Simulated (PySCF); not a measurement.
Compound: C3H4F5NSi.
SMILES with atom numbers: `[F:1][C:2]([F:3])([F:4])[C:5]([F:6])([F:7])/[CH:8]=[N:9]\[SiH3:10]` (hydrogens: H11 on C8; H12, H13, H14 on Si10)

Method: PySCF 2.14.0, PBE0-D3(BJ)/def2-SVP geometry optimisation, gas phase; density fitting, grid level 1; the optimiser is geomeTRIC in internal coordinates, started from a GFN2-xTB structure.

Geometry at step 1:
```
atom  x, y, z in Å
F1     -0.6626   -1.0802    1.4477
C2     -1.6561   -0.6011    0.7070
F3     -2.3061    0.3296    1.3955
F4     -2.4870   -1.5808    0.3994
C5     -1.0811    0.0309   -0.5816
F6     -2.1221    0.4415   -1.3248
F7     -0.4172   -0.9314   -1.2441
C8     -0.1592    1.2196   -0.3317
N9      1.0757    1.1531   -0.1388
Si10    2.3317   -0.0704   -0.0290
H11    -0.6953    2.1899   -0.3444
H12     3.2750    0.2297   -1.1423
H13     1.8998   -1.4968   -0.1156
H14     2.9992    0.1571    1.2823
```

Q: What forces act on the atoms?

A: 
```json
{"atom": "F1", "Fx (eV/Å)": "-0.090", "Fy (eV/Å)": "-0.023", "Fz (eV/Å)": "0.089"}
{"atom": "C2", "Fx (eV/Å)": "0.223", "Fy (eV/Å)": "0.219", "Fz (eV/Å)": "-0.430"}
{"atom": "F3", "Fx (eV/Å)": "-0.007", "Fy (eV/Å)": "-0.066", "Fz (eV/Å)": "0.107"}
{"atom": "F4", "Fx (eV/Å)": "-0.037", "Fy (eV/Å)": "-0.044", "Fz (eV/Å)": "0.143"}
{"atom": "C5", "Fx (eV/Å)": "0.059", "Fy (eV/Å)": "-0.028", "Fz (eV/Å)": "0.058"}
{"atom": "F6", "Fx (eV/Å)": "-0.075", "Fy (eV/Å)": "-0.025", "Fz (eV/Å)": "-0.075"}
{"atom": "F7", "Fx (eV/Å)": "-0.095", "Fy (eV/Å)": "-0.074", "Fz (eV/Å)": "-0.048"}
{"atom": "C8", "Fx (eV/Å)": "0.086", "Fy (eV/Å)": "0.034", "Fz (eV/Å)": "0.116"}
{"atom": "N9", "Fx (eV/Å)": "0.030", "Fy (eV/Å)": "0.063", "Fz (eV/Å)": "0.020"}
{"atom": "Si10", "Fx (eV/Å)": "-0.084", "Fy (eV/Å)": "-0.062", "Fz (eV/Å)": "-0.030"}
{"atom": "H11", "Fx (eV/Å)": "0.002", "Fy (eV/Å)": "-0.045", "Fz (eV/Å)": "0.022"}
{"atom": "H12", "Fx (eV/Å)": "-0.016", "Fy (eV/Å)": "0.023", "Fz (eV/Å)": "-0.002"}
{"atom": "H13", "Fx (eV/Å)": "0.013", "Fy (eV/Å)": "-0.010", "Fz (eV/Å)": "0.023"}
{"atom": "H14", "Fx (eV/Å)": "-0.010", "Fy (eV/Å)": "0.038", "Fz (eV/Å)": "0.007"}
```

The largest, 0.53 eV/Å, acts on C2; the rms over all components is 0.100 eV/Å. The forces sum to zero within rounding, as they must for an isolated molecule in no field.

Q: Give the force on C2 in Eh/bohr and in nN.

A: 0.532 eV/Å ÷ 51.422 = 0.01034 Eh/bohr, and 0.532 eV/Å × 1.602 = 0.85 nN.

Q: How far is this geometry from the end of the optimisation?

A: 0.009 eV above it, and 0.034 Å rms away after alignment. The bonds farthest from their final lengths, with half the difference of the two atoms' forces along the bond (positive lengthens):

| bond | now (Å) | final (Å) | force along bond (eV/Å) |
| --- | --- | --- | --- |
| C2–C5 | 1.546 | 1.540 | -0.28 |
| C5–C8 | 1.525 | 1.527 | +0.04 |
| C5–F6 | 1.343 | 1.345 | +0.09 |
| C2–F3 | 1.328 | 1.329 | +0.10 |

The angle farthest from its final value is C2–C5–C8, 114.0° against 112.7°.

What follows is the cost of the whole optimisation. Rough CPU time on one thread of a shared machine: about 4 min.
